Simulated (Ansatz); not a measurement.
Two structures of SiAsH$_{7}$O$_{2}$, closed shell, reached by relaxing down either side of one saddle point (PBE0-D4/def2-TZVP). Energies are electronic, without zero-point energy. Computed with Ansatz 0.2.0 (basis: def2-TZVPP and def2-QZVPP); correlated methods freeze the cores. Filled d shells of the heavier atoms are correlated. The def2 sets are not built for correlating such inner shells, so the correlated values are less sure here. Extrapolation: Hartree–Fock as exp(−7.88 √X), correlation as X^−2.97. First:

```json
{"atom": "Si1", "x (Å)": "0.5306", "y (Å)": "-0.8847", "z (Å)": "-1.4165"}
{"atom": "O2", "x (Å)": "0.7370", "y (Å)": "-1.4718", "z (Å)": "0.1091"}
{"atom": "H3", "x (Å)": "1.3596", "y (Å)": "-1.6240", "z (Å)": "-2.3970"}
{"atom": "H4", "x (Å)": "-0.9214", "y (Å)": "-1.0567", "z (Å)": "-1.6564"}
{"atom": "O5", "x (Å)": "1.0002", "y (Å)": "0.6769", "z (Å)": "-1.5737"}
{"atom": "H6", "x (Å)": "-0.1439", "y (Å)": "0.9057", "z (Å)": "2.5520"}
{"atom": "As7", "x (Å)": "-0.9627", "y (Å)": "1.3073", "z (Å)": "1.3402"}
{"atom": "H8", "x (Å)": "1.6366", "y (Å)": "-1.5569", "z (Å)": "0.4292"}
{"atom": "H9", "x (Å)": "0.5276", "y (Å)": "1.3038", "z (Å)": "-1.0153"}
{"atom": "H10", "x (Å)": "-1.9213", "y (Å)": "0.1431", "z (Å)": "1.4924"}
{"atom": "H11", "x (Å)": "-1.8423", "y (Å)": "2.2572", "z (Å)": "2.1359"}
```

Second:

```xyz
11
angstrom
Si 0.1405 0.2918 -0.8608
O 0.3358 -1.8346 1.4443
H 1.5034 0.2038 -0.2878
H -0.3545 -1.0609 -1.2395
O 0.3394 1.2286 -2.2114
H 1.2448 -1.7140 1.7292
As -1.4741 1.3043 0.5386
H 0.3406 -2.6369 0.9167
H -0.4465 1.4419 -2.7163
H -1.1319 0.3929 1.7026
H -0.4976 2.3830 0.9845
```

(1) Which bonds change from the first to the second?

(2) Give the saddle point's structure and its height above each. (An estimate is asked for; the value comes from the calculation.)

The T1 diagnostic stays at or below 0.013.

Results:

(1) SiH₄O₂ ([OH][SiH2][OH]) + AsH₃ → SiAsH₅O ([OH][SiH2][AsH2]) + H₂O; bonds formed: Si1–As7, O2–H6; bonds broken: Si1–O2, H6–As7.

(2) Computed: 50.02 kcal/mol above the first and 29.36 kcal/mol above the second (CCSD(T) at an estimated basis limit (MP2 extrapolated from triple and quadruple zeta, plus CCSD(T) − MP2 in triple zeta)).
```
11
angstrom
Si 0.2772 -0.4369 -0.9872
O 1.0015 -0.7721 0.6604
H 1.1987 -1.4247 -1.6173
H -1.0728 -1.0190 -1.1594
O 0.7413 0.9233 -1.7620
H 0.2795 -0.2639 1.2114
As -1.2378 1.2066 0.7564
H 1.2451 -1.6759 0.9189
H 0.2539 1.7101 -1.4984
H -2.1291 0.1616 1.4099
H -0.5575 1.5908 2.0673
```

Labels in which every atom is bracketed show which atoms are joined, not bond orders.

For scale, one of the runs: CCSD(T)/def2-TZVPP, 250 basis functions, launched by `ansatz run in.yaml --threads 8 --pin off --events-out ev --progress --plain --max-ram 19148MiB`. The run took 2.2 min on 8 CPU threads of an Arm Neoverse V1 (shared host), with 5.4 GiB of host memory at its peak.
